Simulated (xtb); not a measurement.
C₄H₈OSi, SMILES C[SiH]1CC(=O)C1. All values are semi-empirical tight-binding results from xtb (GFN2-xTB unless named), good for trends rather than for accurate numbers. Geometry optimised at GFN2-xTB. This is a generated structure with no PubChem entry under its InChIKey; it may be hypothetical.

- point group as xtb finds it = Cs
- orbital gap = 3.99 eV
- dipole moment = 4.21 D
- zero-point energy = 66.9 kcal/mol
- G − E(el) at 298.15 K (modified RRHO) = 47.0 kcal/mol
- static polarisability (D4 model) = 74.2 bohr³
- solvation energy, GFN2-xTB/ALPB(water) = -4.1 kcal/mol
- solvation energy, GFN2-xTB/ALPB(methanol) = -7.2 kcal/mol
